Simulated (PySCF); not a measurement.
CHS, SMILES [S][CH] (connectivity only; charge and spin as stated), neutral, multiplicity 2.

Geometry optimised at B3LYP-D3(BJ)/def2-TZVPD.

Method: M06-2X/def2-TZVPD run with PySCF.

Isolated molecule, no solvent.

Question: Estimate the frontier levels, dipole moment and polarisability. (An estimate is asked for; the answer gives what the named calculation found.)

Answer: 
| Quantity | Result |
|---|---|
| α spin, highest occupied and lowest empty level | -7.00 and -1.62 eV |
| β spin, highest occupied and lowest empty level | -9.92 and -1.59 eV |
| dipole moment | 1.00 D |
| quadrupole, principal values (traceless, Buckingham form, about the centre of nuclear charge) | -3.35, -0.39, 3.74 D·Å |
| mean static polarisability | 33.1 bohr³ (4.90 Å³) |
| polarisability, principal values | 25.5, 28.3, 45.5 bohr³ |
| ⟨S²⟩ | 0.758 (pure state 0.75) |
